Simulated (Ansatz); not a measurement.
Relaxation of C2H5FOSi2 (11 atoms, charge 0, multiplicity 1), to a largest force component of 0.015 eV/Å in at most 40 steps.

Level of theory: RKS PBE-D4/cc-pVDZ in Ansatz 0.2.0.

```xyz
11
Properties=species:S:1:pos:R:3
O 0.770 -1.975 -1.538
C 0.298 -0.640 -1.409
C -0.047 -0.005 -0.284
Si 0.056 -0.539 1.368
Si -0.543 1.642 -0.199
F 0.639 2.646 0.285
H 0.831 -2.354 -0.678
H 0.300 -0.162 -2.401
H -0.445 -2.015 1.543
H 1.239 -0.326 2.186
H -1.830 1.984 0.527
```

Where does it end, and by what steps?

The run converged. After 18 steps the energy has fallen by 2.024 eV; H9 moved furthest, 0.78 Å.

```csv
step,energy less start (eV),largest force component (eV/Å),accepted
0,0.0000,3.317,yes
1,-0.7430,1.531,yes
2,-0.9402,1.080,yes
3,-1.0475,0.582,yes
4,-1.2236,1.402,yes
5,-1.5967,1.531,yes
6,-1.8031,1.613,yes
7,-1.9686,0.711,yes
8,-1.9320,1.132,no
9,-2.0090,0.308,yes
10,-2.0116,0.147,yes
11,-2.0218,0.107,yes
12,-2.0225,0.062,yes
13,-2.0233,0.036,yes
14,-2.0236,0.035,yes
15,-2.0237,0.026,yes
16,-2.0238,0.023,yes
17,-2.0239,0.023,yes
18,-2.0239,0.015,yes
```

```xyz
11
Properties=species:S:1:pos:R:3
O 0.814 -1.977 -1.731
C 0.395 -0.706 -1.576
C 0.116 -0.094 -0.397
Si 0.130 -0.455 1.485
Si -0.525 1.445 0.388
F 0.415 2.824 0.345
H 0.876 -2.362 -0.825
H 0.309 -0.211 -2.560
H -0.813 -1.512 2.014
H 1.495 -0.584 2.116
H -1.943 1.889 0.141
```

Whether the end is a true minimum wasn't checked by a vibrational analysis.

Time of the run: 98 s on 2 threads of Arm Neoverse N1, with other jobs on the host, peak memory 0.17 GiB.
